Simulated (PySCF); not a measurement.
CH6O3Si, SMILES C[Si](O)(O)O (connectivity only; charge and spin as stated), charge -1, multiplicity 2. Atoms are numbered in the order given.

```xyz
11

O     -1.7980     0.5092     0.0000
Si     0.0140     0.2637     0.0000
O     -0.0412    -0.7237     1.4263
O     -0.0412    -0.7237    -1.4263
C      1.9536     0.4300     0.0000
H     -1.9429     1.4657     0.0000
H     -0.9706    -0.7936     1.6813
H     -0.9706    -0.7936    -1.6813
H      2.3035     0.9695    -0.8947
H      2.3035     0.9695     0.8947
H      2.4030    -0.5841     0.0000
```
Charge -1, spin multiplicity 2.

Coordinates come from a TPSSh-D3(BJ)/def2-SVPD optimisation. The values are those of a single conformer.

All values below come from PBE/pcH-1 (PySCF).

Unrestricted Kohn–Sham, ⟨S²⟩ = 0.752. Hyperfine tensors hold the contact and dipolar terms, without spin-orbit corrections.

Computed hyperfine couplings:
```json
[
 {"nucleus": "17O no. 1", "A(iso) (MHz)": "-100.4", "A(iso) (G)": "-35.8", "dipolar principal values (MHz)": "-44.5, 21.8, 22.7"},
 {"nucleus": "29Si no. 2", "A(iso) (MHz)": "-504.4", "A(iso) (G)": "-180.0", "dipolar principal values (MHz)": "-71.2, 33.1, 38.1"},
 {"nucleus": "17O no. 3", "A(iso) (MHz)": "-3.7", "A(iso) (G)": "-1.3", "dipolar principal values (MHz)": "-8.6, 3.9, 4.7"},
 {"nucleus": "17O no. 4", "A(iso) (MHz)": "-3.7", "A(iso) (G)": "-1.3", "dipolar principal values (MHz)": "-8.6, 3.9, 4.7"},
 {"nucleus": "13C no. 5", "A(iso) (MHz)": "215.8", "A(iso) (G)": "77.0", "dipolar principal values (MHz)": "-9.2, -8.0, 17.1"},
 {"nucleus": "1H no. 6", "A(iso) (MHz)": "-9.1", "A(iso) (G)": "-3.3", "dipolar principal values (MHz)": "-16.8, -6.7, 23.6"},
 {"nucleus": "1H no. 7", "A(iso) (MHz)": "-1.7", "A(iso) (G)": "-0.6", "dipolar principal values (MHz)": "-4.6, -1.4, 6.0"},
 {"nucleus": "1H no. 8", "A(iso) (MHz)": "-1.7", "A(iso) (G)": "-0.6", "dipolar principal values (MHz)": "-4.6, -1.4, 6.0"},
 {"nucleus": "1H no. 9", "A(iso) (MHz)": "-6.5", "A(iso) (G)": "-2.3", "dipolar principal values (MHz)": "-6.9, -3.6, 10.5"},
 {"nucleus": "1H no. 10", "A(iso) (MHz)": "-6.5", "A(iso) (G)": "-2.3", "dipolar principal values (MHz)": "-6.9, -3.6, 10.5"},
 {"nucleus": "1H no. 11", "A(iso) (MHz)": "38.4", "A(iso) (G)": "13.7", "dipolar principal values (MHz)": "-5.6, -2.6, 8.2"}
]
```
